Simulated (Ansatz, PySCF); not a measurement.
The same groups moved round the core (furan hydroxy+boryl). Gas-phase values, no solvent. One relaxed conformer stands for each flexible species; it need not be the lowest. Strings in code marks are SMILES. Quantity: electronic energy of isomers of C4H5BO2 relative to `Bc1ccc(O)o1` (H–B–C–O torsion 180°, O–C–O–H torsion 0°). Level 1: PBE-D3(BJ)/def2-TZVP // PBE-D3(BJ)/def2-SVP (PySCF). Level 2: frozen-core CCSD(T)/cc-pVTZ // PBE-D3(BJ)/def2-SVP (Ansatz, a program for electronic structure).

```csv
case,level 1 (kcal/mol),level 2 (kcal/mol)
"`Bc1occc1O` (H–B–C–O torsion 0°, C–C–O–H torsion 0°)",1.9,2.5
"`Bc1ccoc1O` (H–B–C–C torsion 0°, O–C–O–H torsion -180°)",2.2,0.4
"`Bc1coc(O)c1` (H–B–C–C torsion 0°, O–C–O–H torsion 0°)",8.7,6.3
"`Bc1cc(O)co1` (H–B–C–O torsion 0°, C–C–O–H torsion -180°)",9.4,9.3
"`Bc1cocc1O` (H–B–C–C torsion 0°, C–C–O–H torsion 0°)",9.8,withheld
```

Q: Fit level 2 = a + b·x to the 4 complete rows by least squares, with x = level 1 in kcal/mol. Give a, b and the rms residual, and predict the withheld value.

A: Means of the 4 rows: x̄ = 5.55, ȳ = 4.625 kcal/mol. Σ(x − x̄)² = 49.29 and Σ(x − x̄)(y − ȳ) = 45.185, so b = 0.917 and a = ȳ − b·x̄ = -0.46 kcal/mol. The rms residual is 1.18 kcal/mol. At x = 9.8 the line gives 8.5 kcal/mol, outside the range of the fitted rows. The run for `Bc1cocc1O` (H–B–C–C torsion 0°, C–C–O–H torsion 0°) gave 8.6 kcal/mol, so the line is off by 0.1 kcal/mol, within twice the rms residual.

Codes: Ansatz, PySCF.
